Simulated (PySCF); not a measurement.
Computed with TPSSh-D3(BJ)/def2-TZVP // r2SCAN-D4/def2-SVP in PySCF 2.14.0. All species are isolated molecules in the gas phase. One relaxed conformer stands for a flexible species; it need not be the lowest. 

Reference species: [Hf(OH)4] (neutral, multiplicity 1).

```
Item                                                             Value
------------------------------------------------------------  --------
LUMO                                                          -0.11 eV
mean distance from the central atom to its bonded neighbours   1.936 Å
coordination number                                                  4
```

Changed species: [Hf(OH)2(H)2] (2 of 4 OH replaced by H; the reference has 0 of 4 OH replaced by H).

Question: Predict the effect on the LUMO, mean distance from the central atom to its bonded neighbours and coordination number.

Answer: the LUMO drops by 1.20 eV, to -1.31 eV; the mean distance from the central atom to its bonded neighbours drops by 0.046 Å, to 1.890 Å; the coordination number is nearly the same.
